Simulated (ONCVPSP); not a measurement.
What one change does to a pseudopotential (Ag, ONCV)

ONCVPSP 4.0.1 input, shortened (lines: element, Z, core and valence counts, functional; n l f; lmax; l rc ep ncon nbas qcut; lloc lpopt rc5 dvloc0; l nproj debl; icmod fcfact rcfact), PBE, scalar-relativistic:

```
  Ag 47.00    6    3        4      upf
    1    0    2.00
    2    0    2.00
    2    1    6.00
    3    0    2.00
    3    1    6.00
    3    2   10.00
    4    0    2.00
    4    1    6.00
    4    2    9.00
    2
    0    1.00    0.00    4    9    8.40
    1    1.10    0.00    4    8    8.90
    2    1.10    0.00    4    9    9.40
    4    4    1.00    1.00
    0    2    1.70
    1    2    1.70
    2    2    1.40
    1    0.70    0.00
```

In the s channel the program set the typed energies aside and used -4.322, 0.250 Ha. In the p channel the program set the typed energies aside and used -2.976, 0.250 Ha.

Change: fully relativistic. In the s channel the program set the typed energies aside and used -4.319, 0.250 Ha. In the p channel the program set the typed energies aside and used -2.916, 0.250 Ha (j = l + 1/2; the other j can differ).

Cutoffs: the cutoffs (Ha) at which the residual kinetic energy of the hardest occupied pseudo-wave falls to 1 and 0.1 mHa per electron; they do not see the model core or the augmentation charge, which bear on the density cutoff. Errors are all-electron minus pseudo energies relative to the spin-unpolarised reference configuration.

Problem. How do hardness, ghosts and transferability respond?

Solution. The potential gets neither clearly harder nor softer (53 Ha and 216 Ha → 53 Ha and 216 Ha); of the 4 tests that both files solve, the error grows in 0 and shrinks in 3 by more than 15 % and 0.3 meV (median size 2.3 → 1.4 meV); neither file shows a bound ghost.

```tsv
quantity	base	changed
cutoff, loose	53 Ha	53 Ha
cutoff, tight	216 Ha	216 Ha
loose cutoff by channel	s 53 Ha, p 40 Ha, d 35 Ha	s 53 Ha, p 40 Ha, d 36 Ha
bound ghosts	none	none
GHOST(+) flags under 300 eV	none	none
error for 4s2 4p6 4d10 5s1, meV [ΔE -29.87 eV]	+2.4	-0.7
error for 4s2 4p6 4d10, meV [ΔE -22.11 eV]	+1.0	-0.6
error for 4s2 4p6 4d8, meV [ΔE 36.19 eV]	-2.3	+2.0
error for 4s2 4p5 4d10 5s1, meV [ΔE 35.37 → 35.50 eV]	-44	-9.2
s: phases at 1.02 bohr within 0.05 rad from the reference energy up to (Ha; the scan ends near 5)	to the end of the scan	to the end of the scan
rms error of d²Exc/dni dnj with the model core, mHa	0.46	5.13
```
